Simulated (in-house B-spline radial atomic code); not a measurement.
Orbital energies and mean radii along the 8-electron series, configuration [He] 2s2 2p4. The effective charge is n√(-2ε), a non-relativistic measure. Computed with a radial B-spline atomic code at the basis-set limit: non-relativistic Hartree-Fock, average of the configuration, point nuclei.

This level leaves out relativity, spin-orbit splitting included, which matters for heavy ions.

| ion | Z | energy of 2p (Eh) | mean radius of 2p (bohr) | energy of 1s (Eh) | mean radius of 1s (bohr) | effective charge of 2p |
| --- | --- | --- | --- | --- | --- | --- |
| Tc35+ | 43 | -178.53 | 0.12674 | -844.22 | 0.035348 | 37.792 |
| Ru36+ | 44 | -188.11 | 0.1236 | -885.76 | 0.034535 | 38.793 |
| Rh37+ | 45 | -197.95 | 0.12062 | -928.3 | 0.033758 | 39.794 |
| Pd38+ | 46 | ? | ? | ? | ? | ? |
| Ag39+ | 47 | -218.37 | 0.11506 | -1016.37 | 0.032305 | 41.797 |
| Cd40+ | 48 | -228.96 | 0.11247 | -1061.91 | 0.031624 | 42.798 |
| In41+ | 49 | ? | ? | ? | ? | ? |
| Sn42+ | 50 | ? | ? | ? | ? | ? |
| Sb43+ | 51 | -262.22 | 0.10535 | -1204.53 | 0.029744 | 45.802 |
| Te44+ | 52 | -273.81 | 0.10318 | -1254.07 | 0.029165 | 46.803 |
| I45+ | 53 | -285.65 | 0.10109 | -1304.61 | 0.028609 | 47.804 |
| Xe46+ | 54 | -297.74 | 0.099083 | -1356.15 | 0.028074 | 48.805 |
| Cs47+ | 55 | -310.07 | 0.097156 | -1408.69 | 0.027559 | 49.805 |
| Ba48+ | 56 | -322.66 | 0.095303 | -1462.23 | 0.027062 | 50.806 |

(1) Fill in the row of Pd38+.

(2) Fill in the row of In41+.

(3) Fill in the row of Sn42+.

(4) How does the screening of 2p change?

Results:

(1) energy of 2p (Eh): -208.04; mean radius of 2p (bohr): 0.11777; energy of 1s (Eh): -971.83; mean radius of 1s (bohr): 0.033015; effective charge of 2p: 40.796.

(2) energy of 2p (Eh): -239.8; mean radius of 2p (bohr): 0.10999; energy of 1s (Eh): -1108.45; mean radius of 1s (bohr): 0.030971; effective charge of 2p: 43.799.

(3) energy of 2p (Eh): -250.89; mean radius of 2p (bohr): 0.10762; energy of 1s (Eh): -1155.99; mean radius of 1s (bohr): 0.030345; effective charge of 2p: 44.801.

(4) Z less the effective charge goes from 5.21 at Z = 43 to 5.19 at Z = 56.
